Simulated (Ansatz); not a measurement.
System: GaH$_{3}$, charge -1, multiplicity 2. 
Geometry from a B3LYP-D3(BJ)/def2-TZVP (Ansatz, an electronic-structure program) optimisation:
```xyz
4

Ga    -0.0395    -0.0041     0.0179
H      1.0603    -0.3801     1.1575
H      0.1228     1.5399    -0.4713
H      0.0408    -1.0328    -1.2410
```
Charge -1, spin multiplicity 2.

Parts of the frozen-core correlation energy in cc-pVDZ (Ansatz, hartree). Frozen orbitals: 14; correlated occupied orbitals by spin: 4 and 3; virtual: 24 and 25. Open shells are spin-unrestricted. Spin-orbit coupling is left out. No relativistic terms.

| term | value |
|---|---|
| reference (HF) | -1924.91515 |
| MP2 opposite-spin | -0.07540 |
| MP2 same-spin | -0.00895 |
| CCSD correlation | -0.10950 |
| (T) | -0.00178 |
| CCSDT minus CCSD(T) | -0.00055 |
| CCSDT(Q) minus CCSD(T) | -0.00059 |
| T1 diagnostic | 0.012 |
| largest doubles amplitude | 0.036 |
| <S^2> of the reference | 0.754 |
